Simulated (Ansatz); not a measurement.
Frontier orbitals of CH$_{3}$FOSSi (`O[C@@H]1S[Si@H]1F`).

The species carries charge 0 and has multiplicity 1. Geometry: relaxed with PBE0-D4/def2-TZVP. It is one conformer, not always the lowest. Basis def2-TZVPP, Ansatz 0.2.0.

Orbital energies of one run (eV). Highest occupied ones, from the top: -7.55, -7.89, -8.44, -9.97, -11.51, -12.19, -12.85, -13.12, -13.31, -15.28, -15.58, -17.79, -21.92, -29.81. Empty: -0.18, 0.14, 0.37, 1.09, 1.65, 2.35.

(1) Which functional gave them?
A. HSE06 (plane-wave form)
B. r2SCAN
C. CAM-B3LYP
D. PBE0

## Answers

(1) D. HOMO energies: PBE0 -7.55, HSE06 -7.15, CAM-B3LYP -8.85, r2SCAN -6.58 eV.
